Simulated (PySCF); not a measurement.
Computed shifts of a molecule CH8OSi2, PySCF with PBE/pcSseg-1, GIAO, gas phase, atoms alike by connectivity averaged where their shifts nearly agree, in ppm (number of nuclei): ²⁹Si: -31.1 (1), -77.5 (1). ¹³C: 59.5 (1). ¹H: 5.25 (3), 4.44 (1), 4.23 (3), 3.95 (1). References: ²⁹Si against TMS (σ = 335.4 ppm); ¹³C against TMS (σ = 182.0 ppm); ¹⁷O against H2O (σ = 334.3 ppm); ¹H against TMS (σ = 31.49 ppm), references at their B3LYP-D3(BJ)/def2-TZVP geometries, non-relativistic. Geometry: B3LYP-D3(BJ)/def2-SVP. Other conformers were not sampled.

Question: Which molecule gave these data?
A. CO[SiH2][SiH3]
B. C[Si@@H](O)[SiH3]
C. [SiH3]CO[SiH3]
D. C[SiH2][SiH2]O

Answer: C, [SiH3]CO[SiH3]
